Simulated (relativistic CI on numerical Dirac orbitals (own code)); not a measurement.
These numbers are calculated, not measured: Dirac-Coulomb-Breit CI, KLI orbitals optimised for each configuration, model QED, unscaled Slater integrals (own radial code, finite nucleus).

Configuration list (outside the closed core 1s2): 2s²2p⁶, 2s²2p⁵3s, 2s²2p⁵3p, 2s²2p⁵3d, 2s2p⁶3s, 2s2p⁶3p, 2s2p⁶3d, 2s²2p⁵4s, 2s²2p⁵4p, 2s²2p⁵4d, 2s²2p⁵4f, 2s²2p⁴3s², 2s²2p⁴3s3p, 2s²2p⁵5s, 2s2p⁶4s, 2s²2p⁵5p, 2s²2p⁴3s3d, 2s²2p⁵5d, 2s²2p⁴3p², 2s²2p⁵5f, 2s²2p⁵5g, 2s2p⁶4p, 2s2p⁶4d, 2s2p⁶4f, 2s²2p⁴3p3d, 2s2p⁵3s², 2s²2p⁴3d², 2s2p⁵3s3p, 2s2p⁵3s3d, 2s2p⁵3p², 2s2p⁶5s, 2s2p⁵3p3d, 2s2p⁶5p, 2s2p⁶5d, 2s2p⁶5f, 2s2p⁶5g. Levels of other configurations are missing.

At this charge energies of transitions that change n are usually good to better than 1 %, and those within a shell (Δn = 0) to a few per cent.

Outline of the computed level scheme of Hg LXXI. Lowest level of each configuration: 2s²2p⁶ ¹S0 at 0.0 eV; 2s²2p⁵3s ³P°2 at 9740.4 eV; 2s²2p⁵3p ³P1 at 9909.5 eV; 2s²2p⁵3d ³P°0 at 10635.3 eV; 2s2p⁶3s ³S1 at 12280.9 eV; 2s2p⁶3p ³P°1 at 12455.0 eV; 2s2p⁶3d ³D1 at 13189.7 eV; 2s²2p⁵4s ³P°2 at 13757.7 eV; 2s²2p⁵4p ³P1 at 13827.3 eV.

Some strong electric-dipole decays among the lowest 45 levels: 2s²2p⁵3d ¹P°1 → 2s²2p⁶ ¹S0 (3.9e+15 s⁻¹); 2s²2p⁵3d ³D°1 → 2s²2p⁶ ¹S0 (2.3e+15 s⁻¹); 2s2p⁶3p ³P°1 → 2s²2p⁶ ¹S0 (7.4e+14 s⁻¹); 2s2p⁶3p ¹P°1 → 2s²2p⁶ ¹S0 (6.1e+14 s⁻¹); 2s²2p⁵3s ¹P°1 → 2s²2p⁶ ¹S0 (2.3e+14 s⁻¹); 2s²2p⁵3d ³P°1 → 2s²2p⁶ ¹S0 (1.5e+14 s⁻¹); 2s²2p⁵4p ³P1 → 2s²2p⁵3s ³P°2 (8.1e+13 s⁻¹); 2s²2p⁵4s ¹P°1 → 2s²2p⁶ ¹S0 (7.9e+13 s⁻¹).

LS names give the leading component of a level, which can be under half, so a name can repeat, a term be missing and a line seem to break the LS rules.
